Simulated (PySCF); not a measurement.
# Computed records: AlB₂FH₃, CH₄AlBCl, AlBCl₂H, Al₂BH₃N and others

Calculation on a computer-drawn molecule: the log of a Hartree-Fock and frozen-core CCSD(T) single point meant for a local Hartree-Fock minimum, with one planted fault or none, to be diagnosed. Offsets are logged minus clean, where the clean run is the same molecule without the fault. The reference is restricted for singlets and unrestricted otherwise, and also for a bond in bohr or an excited solution. Adding or removing an electron swaps singlet and doublet. The excited solution moves the top pair (singlet) or top alpha electron (doublet) to the lowest empty orbital. Highest occupied and lowest empty are orbital energies over both spins, largest force is the largest gradient component, triples share is (T) over the correlation energy, the T1 limit is 0.02 restricted and 0.045 unrestricted, electrons count all cores, a negative frequency is imaginary (commonest isotopes), and the dipole is about the centre of nuclear charge. Program: PySCF 2.14.0.

Common to all runs: meant charge 0; meant multiplicity 2; meant basis cc-pV(D+d)Z; logged SCF converged yes; logged CC converged yes; logged SCF stable within its kind yes; possible faults no fault, one electron removed, one electron added, multiplicity raised by two, geometry at a saddle point, SCF held on an excited solution, minimal basis STO-3G, one bond length entered in bohr, all coordinates scaled.

```json
{"entry": 1, "formula": "AlB2FH3", "logged_structure": {"atoms_angstrom": [["B", -0.1962, -2.4736, 0.5843], ["Al", 0.3244, -0.5778, 1.2055], ["B", -0.908, 1.1789, 1.2025], ["F", 1.886, -0.4236, 1.7689], ["H", -0.5181, -3.5587, 0.2202], ["H", -1.594, 1.4852, 2.1422], ["H", -0.96, 1.9272, 0.2619]]}, "given": {"logged_electrons": 35, "logged_basis_functions": 80, "logged_spin_squared": 3.7776, "logged_highest_occupied [eV]": -7.9591, "logged_lowest_empty [eV]": -1.0019, "logged_largest_force [hartree/bohr]": 0.035443, "logged_T1_diagnostic": 0.033379, "logged_D1_diagnostic": 0.15905, "logged_triples_share": 0.02434, "logged_dipole_magnitude [debye]": 2.7032, "logged_energy_HF [hartree]": -392.34963, "logged_energy_CCSD(T) [hartree]": -392.77722, "drawn_bonds_atom": [1, 2, 2, 1, 3, 3], "drawn_bonds_other_atom": [2, 3, 4, 5, 6, 7], "drawn_bonds_order": [1, 1, 1, 1, 1, 1]}, "results": {"planted_fault": "multiplicity raised by two", "HF_energy_offset_from_clean_run [kcal/mol]": 55.31, "CCSD(T)_energy_offset_from_clean_run [kcal/mol]": 58.18}}
{"entry": 2, "formula": "AlB2FH3", "logged_structure": {"atoms_angstrom": [["B", -0.2129, -2.6838, 0.634], ["Al", 0.352, -0.6269, 1.3079], ["B", -0.9852, 1.2791, 1.3047], ["F", 2.0463, -0.4596, 1.9193], ["H", -0.5621, -3.8612, 0.239], ["H", -1.7295, 1.6114, 2.3243], ["H", -1.0416, 2.091, 0.2841]]}, "given": {"logged_electrons": 35, "logged_basis_functions": 80, "logged_spin_squared": 0.7638, "logged_highest_occupied [eV]": -8.3149, "logged_lowest_empty [eV]": 0.39012, "logged_largest_force [hartree/bohr]": 0.054951, "logged_T1_diagnostic": 0.016489, "logged_D1_diagnostic": 0.050159, "logged_triples_share": 0.021651, "logged_dipole_magnitude [debye]": 2.5254, "logged_energy_HF [hartree]": -392.40344, "logged_energy_CCSD(T) [hartree]": -392.84306, "drawn_bonds_atom": [1, 2, 2, 1, 3, 3], "drawn_bonds_other_atom": [2, 3, 4, 5, 6, 7], "drawn_bonds_order": [1, 1, 1, 1, 1, 1]}, "results": {"planted_fault": "all coordinates scaled, by +8.5 %", "HF_energy_offset_from_clean_run [kcal/mol]": 21.55, "CCSD(T)_energy_offset_from_clean_run [kcal/mol]": 16.87}}
{"entry": 3, "formula": "CH4AlBCl", "logged_structure": {"atoms_angstrom": [["B", -0.8593, -1.4726, -0.656], ["Al", -0.8517, 0.5418, -0.2662], ["C", -0.1137, 1.4035, 1.3219], ["Cl", -1.7482, 1.7564, -1.7703], ["H", -0.865, -2.6395, -0.8805], ["H", -0.8949, 1.9442, 1.8676], ["H", 0.3436, 0.6883, 2.0125], ["H", 0.6489, 2.1399, 1.0461]]}, "given": {"logged_electrons": 44, "logged_basis_functions": 94, "logged_spin_squared": 0.0, "logged_highest_occupied [eV]": -16.044, "logged_lowest_empty [eV]": -6.509, "logged_largest_force [hartree/bohr]": 0.075874, "logged_T1_diagnostic": 0.014729, "logged_D1_diagnostic": 0.040331, "logged_triples_share": 0.02602, "logged_dipole_magnitude [debye]": 9.7452, "logged_energy_HF [hartree]": -766.04334, "logged_energy_CCSD(T) [hartree]": -766.49567, "drawn_bonds_atom": [1, 2, 2, 1, 3, 3, 3], "drawn_bonds_other_atom": [2, 3, 4, 5, 6, 7, 8], "drawn_bonds_order": [1, 1, 1, 1, 1, 1, 1]}, "results": {"planted_fault": "one electron removed", "HF_energy_offset_from_clean_run [kcal/mol]": 171.0, "CCSD(T)_energy_offset_from_clean_run [kcal/mol]": 177.2}}
{"entry": 4, "formula": "AlBCl2H", "logged_structure": {"atoms_angstrom": [["B", 1.9932, -0.5492, -2.2702], ["Al", 2.918, -0.6189, -0.4612], ["Cl", 2.9743, 1.0769, 0.7791], ["Cl", 3.8302, -2.3902, 0.2079], ["H", 1.469, -0.503, -3.3325]]}, "given": {"logged_electrons": 54, "logged_basis_functions": 88, "logged_spin_squared": 0.0, "logged_highest_occupied [eV]": -0.84291, "logged_lowest_empty [eV]": 6.4938, "logged_largest_force [hartree/bohr]": 0.058206, "logged_T1_diagnostic": 0.012662, "logged_D1_diagnostic": 0.046766, "logged_triples_share": 0.02679, "logged_dipole_magnitude [debye]": 4.2977, "logged_energy_HF [hartree]": -1186.26802, "logged_energy_CCSD(T) [hartree]": -1186.74113, "drawn_bonds_atom": [1, 2, 2, 1], "drawn_bonds_other_atom": [2, 3, 4, 5], "drawn_bonds_order": [1, 1, 1, 1]}, "results": {"planted_fault": "one electron added", "HF_energy_offset_from_clean_run [kcal/mol]": 4.28, "CCSD(T)_energy_offset_from_clean_run [kcal/mol]": -17.7}}
{"entry": 5, "formula": "AlBCl2H", "logged_structure": {"atoms_angstrom": [["B", 1.9932, -0.5492, -2.2702], ["Al", 2.918, -0.6189, -0.4612], ["Cl", 2.9743, 1.0769, 0.7791], ["Cl", 3.8302, -2.3902, 0.2079], ["H", 1.469, -0.503, -3.3325]]}, "given": {"logged_electrons": 53, "logged_basis_functions": 88, "logged_spin_squared": 3.7598, "logged_highest_occupied [eV]": -9.3234, "logged_lowest_empty [eV]": -2.129, "logged_largest_force [hartree/bohr]": 0.012708, "logged_T1_diagnostic": 0.023479, "logged_D1_diagnostic": 0.13668, "logged_triples_share": 0.025621, "logged_dipole_magnitude [debye]": 0.26913, "logged_energy_HF [hartree]": -1186.16185, "logged_energy_CCSD(T) [hartree]": -1186.58842, "drawn_bonds_atom": [1, 2, 2, 1], "drawn_bonds_other_atom": [2, 3, 4, 5], "drawn_bonds_order": [1, 1, 1, 1]}, "results": {"planted_fault": "multiplicity raised by two", "HF_energy_offset_from_clean_run [kcal/mol]": 70.91, "CCSD(T)_energy_offset_from_clean_run [kcal/mol]": 78.13}}
{"entry": 6, "formula": "Al2BH3N", "logged_structure": {"atoms_angstrom": [["B", -3.1975, -0.6635, 0.0], ["Al", -1.1613, -0.2187, 0.0], ["N", 0.4613, -0.0158, 0.0], ["Al", 2.1854, 0.28, 0.0], ["H", -4.3013, -0.2228, 0.0], ["H", 3.2347, -0.9154, 0.0], ["H", 2.7788, 1.7563, 0.0]]}, "given": {"logged_electrons": 41, "logged_basis_functions": 89, "logged_spin_squared": 0.7625, "logged_highest_occupied [eV]": -8.9281, "logged_lowest_empty [eV]": -0.57131, "logged_largest_force [hartree/bohr]": 2.8342e-05, "logged_lowest_frequency [cm^-1]": -155.12, "logged_T1_diagnostic": 0.027015, "logged_D1_diagnostic": 0.080945, "logged_triples_share": 0.037652, "logged_dipole_magnitude [debye]": 6.0868, "logged_energy_HF [hartree]": -564.62952, "logged_energy_CCSD(T) [hartree]": -565.02687, "drawn_bonds_atom": [1, 2, 3, 1, 4, 4], "drawn_bonds_other_atom": [2, 3, 4, 5, 6, 7], "drawn_bonds_order": [1, 2, 1, 1, 1, 1]}, "results": {"planted_fault": "geometry at a saddle point", "HF_energy_offset_from_clean_run [kcal/mol]": 0.3469, "CCSD(T)_energy_offset_from_clean_run [kcal/mol]": 1.014}}
{"entry": 7, "formula": "AlBHO", "logged_structure": {"atoms_angstrom": [["B", -0.2192, 0.6041, -0.4959], ["Al", -0.6474, -1.2255, 0.4086], ["O", -0.881, -2.6568, 1.0196], ["H", -0.4844, 1.7608, -0.5536]]}, "given": {"logged_electrons": 26, "logged_basis_functions": 56, "logged_spin_squared": 0.0, "logged_highest_occupied [eV]": -15.857, "logged_lowest_empty [eV]": -8.0244, "logged_largest_force [hartree/bohr]": 0.045322, "logged_T1_diagnostic": 0.067489, "logged_D1_diagnostic": 0.17758, "logged_triples_share": 0.05898, "logged_dipole_magnitude [debye]": 13.41, "logged_energy_HF [hartree]": -341.61169, "logged_energy_CCSD(T) [hartree]": -341.95927, "drawn_bonds_atom": [1, 2, 1], "drawn_bonds_other_atom": [2, 3, 4], "drawn_bonds_order": [1, 2, 1]}, "results": {"planted_fault": "one electron removed", "HF_energy_offset_from_clean_run [kcal/mol]": 206.1, "CCSD(T)_energy_offset_from_clean_run [kcal/mol]": 201.1}, "notes": ["T1 above single-reference limit"]}
{"entry": 8, "formula": "AlBHO", "logged_structure": {"atoms_angstrom": [["B", -0.2192, 0.6041, -0.4959], ["Al", -0.6474, -1.2255, 0.4086], ["O", -0.881, -2.6568, 1.0196], ["H", -0.4844, 1.7608, -0.5536]]}, "given": {"logged_electrons": 28, "logged_basis_functions": 56, "logged_spin_squared": 0.0, "logged_highest_occupied [eV]": -1.1295, "logged_lowest_empty [eV]": 5.6437, "logged_largest_force [hartree/bohr]": 0.043762, "logged_T1_diagnostic": 0.03011, "logged_D1_diagnostic": 0.079021, "logged_triples_share": 0.039252, "logged_dipole_magnitude [debye]": 0.79504, "logged_energy_HF [hartree]": -341.94291, "logged_energy_CCSD(T) [hartree]": -342.31302, "drawn_bonds_atom": [1, 2, 1], "drawn_bonds_other_atom": [2, 3, 4], "drawn_bonds_order": [1, 2, 1]}, "results": {"planted_fault": "one electron added", "HF_energy_offset_from_clean_run [kcal/mol]": -1.698, "CCSD(T)_energy_offset_from_clean_run [kcal/mol]": -20.88}, "notes": ["T1 above single-reference limit"]}
{"entry": 9, "formula": "AlB3H5", "logged_structure": {"atoms_angstrom": [["B", 3.008, -0.542, -2.1396], ["B", 2.0032, -0.9891, -1.0554], ["B", 0.4855, -1.6575, -0.9901], ["Al", 2.8943, -0.5965, 0.8654], ["H", 3.8342, -0.1758, -2.9022], ["H", -0.4982, -0.9672, -0.939], ["H", 0.3296, -2.8494, -0.9453], ["H", 2.6428, 0.7831, 1.5987], ["H", 3.7752, -1.6976, 1.5836]]}, "given": {"logged_electrons": 33, "logged_basis_functions": 90, "logged_spin_squared": 0.7604, "logged_highest_occupied [eV]": -8.6876, "logged_lowest_empty [eV]": 0.50954, "logged_largest_force [hartree/bohr]": 3.4882e-05, "logged_lowest_frequency [cm^-1]": 72.391, "logged_T1_diagnostic": 0.022968, "logged_D1_diagnostic": 0.074359, "logged_triples_share": 0.033076, "logged_dipole_magnitude [debye]": 1.0963, "logged_energy_HF [hartree]": -318.77124, "logged_energy_CCSD(T) [hartree]": -319.13473, "drawn_bonds_atom": [1, 2, 2, 1, 3, 3, 4, 4], "drawn_bonds_other_atom": [2, 3, 4, 5, 6, 7, 8, 9], "drawn_bonds_order": [1, 1, 1, 1, 1, 1, 1, 1]}, "results": {"planted_fault": "no fault", "HF_energy_offset_from_clean_run [kcal/mol]": 0.0, "CCSD(T)_energy_offset_from_clean_run [kcal/mol]": 0.0}}
{"entry": 10, "formula": "Al2BH3N", "logged_structure": {"atoms_angstrom": [["B", -1.311, -0.3367, -3.122], ["N", -1.6212, 0.2528, -2.0654], ["Al", -2.0618, 1.1869, -0.6165], ["Al", -2.491, 0.3292, 1.8213], ["H", -1.0197, -0.8934, -4.1122], ["H", -1.3437, 0.4306, 2.9159], ["H", -3.976, 0.0913, 2.3338]]}, "given": {"logged_electrons": 40, "logged_basis_functions": 89, "logged_spin_squared": 0.0, "logged_highest_occupied [eV]": -15.61, "logged_lowest_empty [eV]": -5.3958, "logged_largest_force [hartree/bohr]": 0.047745, "logged_T1_diagnostic": 0.017333, "logged_D1_diagnostic": 0.041174, "logged_triples_share": 0.035182, "logged_dipole_magnitude [debye]": 2.0138, "logged_energy_HF [hartree]": -564.51139, "logged_energy_CCSD(T) [hartree]": -564.89435, "drawn_bonds_atom": [1, 2, 3, 1, 4, 4], "drawn_bonds_other_atom": [2, 3, 4, 5, 6, 7], "drawn_bonds_order": [1, 2, 1, 1, 1, 1]}, "results": {"planted_fault": "one electron removed", "HF_energy_offset_from_clean_run [kcal/mol]": 141.0, "CCSD(T)_energy_offset_from_clean_run [kcal/mol]": 148.5}}
```
